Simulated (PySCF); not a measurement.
A PySCF script (with the pyscf-properties extension) for the NMR shieldings of `C(NBC)B(N)P`, C$_{2}$H$_{11}$B$_{2}$N$_{2}$P, on a GFN2-xTB geometry:

```python
import basis_set_exchange as bse
import numpy as np
from pyscf import gto, dft
from pyscf.prop import nmr

atoms = """
C     2.305450    0.612679    0.095666
B     1.806868   -0.895317    0.172001
N     0.693568   -1.306784   -0.530283
C    -0.208746   -0.496060   -1.339133
B    -1.477725    0.047068   -0.529828
N    -1.437926    0.035300    0.847504
P    -3.056127    0.606243   -1.466252
H     1.524466    1.315343    0.384184
H     2.599573    0.876729   -0.920019
H     3.164620    0.801304    0.734392
H     2.368487   -1.702770    0.817956
H     0.361707   -2.256149   -0.446210
H     0.360458    0.354483   -1.726130
H    -0.518443   -1.074975   -2.217904
H    -0.623697   -0.294204    1.345091
H    -2.181676    0.338908    1.453806
H    -2.404356    1.284500   -2.482084
H    -3.285261    1.760018   -0.733933
"""
names = dict.fromkeys(["C", "B", "N", "P", "H"], "pcSseg-1")
basis = {el: gto.basis.parse(bse.get_basis(n, elements=[el], fmt="nwchem")) for el, n in names.items()}
mol = gto.M(atom=atoms, basis=basis, charge=0, verbose=0)
mf = dft.RKS(mol, xc="PBE0")
mf.grids.level = 2
mf.grids.alignment = dft.numint.BLKSIZE   # the property module wants whole blocks of grid points
mf.conv_tol = 1e-9
mf.kernel()

calc = nmr.RKS(mf)   # GIAO
C = mf.mo_coeff
Co = C[:, mf.mo_occ > 0]
resp = mf.gen_response(singlet=True, hermi=2)
def vind(x):   # induced exchange potential for any number of trial vectors
    d = np.einsum("pi,xij,qj->xpq", C, 2 * x.reshape(-1, C.shape[1], Co.shape[1]), Co, optimize=True)
    return np.einsum("xpq,pi,qj->xij", resp(d - d.transpose(0, 2, 1)), C, Co, optimize=True).ravel()
mo1, _ = nmr.rhf.solve_mo1(calc, with_cphf=vind)
sigma = calc.kernel(mo1)
for i, s in enumerate(sigma):   # ppm
    print("%2d %-2s %9.2f" % (i, mol.atom_pure_symbol(i), np.trace(s) / 3))
```

Question: What are the results?

Answer: 
```
 0 C     187.06
 1 B      61.60
 2 N     133.11
 3 C     144.40
 4 B      54.28
 5 N     151.46
 6 P     582.28
 7 H      31.73
 8 H      31.55
 9 H      31.16
10 H      26.56
11 H      27.54
12 H      28.60
13 H      28.71
14 H      26.91
15 H      27.36
16 H      30.44
17 H      30.20
```

These numbers come from an equivalent density-fitted implementation of the same equations, which agrees with the script to about 0.01 ppm for H and up to a few tenths of a ppm for heavy atoms, so last digits may differ.

Size and cost of the density-fitted run: 181 basis functions, 26 s wall time on 1 thread of an Arm Neoverse V1, shared host; peak memory 0.82 GiB.
